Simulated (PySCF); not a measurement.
C5H9FOSi.
Numbering: `[CH2:1]=[CH:2][C:3](=[O:4])[Si@H:5]([F:6])[CH2:7][CH3:8]` (hydrogens: H9, H10 on C1; H11 on C2; H12 on Si5; H13, H14 on C7; H15, H16, H17 on C8)

The calculation used PySCF, TDDFT B3LYP/def2-SVPD, vertical, gas phase, core orbitals frozen in the response. Isolated species at its GFN2-xTB geometry (one conformer only). Torsions of this conformer, `[CH2:1]=[CH:2][C:3](=[O:4])[Si@H:5]([F:6])[CH2:7][CH3:8]`: C1–C2–C3–O4 -1°, C2–C3–Si5–F6 -7°, C3–Si5–C7–C8 -61°.

Computed states:

```tsv
state	E (eV)	f
S1	2.72	0.0016
S2	5.34	0.144
S3	5.39	0.131
S4	5.86	0.011
S5	6.23	0.0026
S6	6.45	0.0020
S7	6.57	0.0060
S8	6.60	0.0028
```

Broadening: Gaussians 0.25 eV wide at half height, area fixed by f = 4.319×10⁻⁹ ∫ε dν̃. The width is an assumption, not a result. The curve ends short of the highest state used, and states not computed would add to its high-energy end.

(1) Give the broadened spectrum and its maxima.

(2) On this curve, what absorbance would a 10⁻⁴ mol/L sample give at 248 nm over a 1 cm path?

(3) Coming from long wavelengths, where does ε first pass 100 L mol⁻¹ cm⁻¹?

(4) Does any computed singlet lie in the visible range?

Results:

(1) 
E (eV), ε (L mol⁻¹ cm⁻¹) and a bar:
```
     2.34          0 
     2.44          6 
     2.55         53 
     2.65        146 
     2.76        162 
     2.86         70 
     2.97         10 
     3.07          1 
     3.18          0 
     3.28          0 
     3.38          0 
     3.49          0 
     3.59          0 
     3.70          0 
     3.80          0 
     3.91          0 
     4.01          0 
     4.12          0 
     4.22          0 
     4.32          0 
     4.43          0 
     4.53          0 
     4.64          0 
     4.74          0 
     4.85          0 
     4.95         20 
     5.06        570 #
     5.16       4947 #####
     5.26      18297 ###################
     5.37      28976 ##############################
     5.47      18122 ###################
     5.58       4100 ####
     5.68        685 #
     5.79        922 #
     5.89       1132 #
     6.00        543 #
```

Maxima: 457 nm (2.72 eV), ε about 180, made up of S1 (100%); 231 nm (5.36 eV), ε about 29000, made up of S2 (52%) and S3 (48%); 211 nm (5.86 eV), ε about 1200, made up of S4 (100%) (ε in L mol⁻¹ cm⁻¹; maxima over ε = 5, shares over 10%).

(2) 248 nm is 4.999 eV, where ε is about 100 L mol⁻¹ cm⁻¹, so A = ε c l ≈ 0.01 (Beer–Lambert, with the gas-phase spectrum and the assumed width).

(3) At about 476 nm (2.60 eV), 0.11 eV below S1.

(4) S1 lies in the visible range (380 to 750 nm), at 457 nm, f = 0.0016; light of that wavelength is blue, and its complementary colour is yellow; a Tamm–Dancoff triplet lies at 562 nm, without intensity as long as spin–orbit coupling is left out.
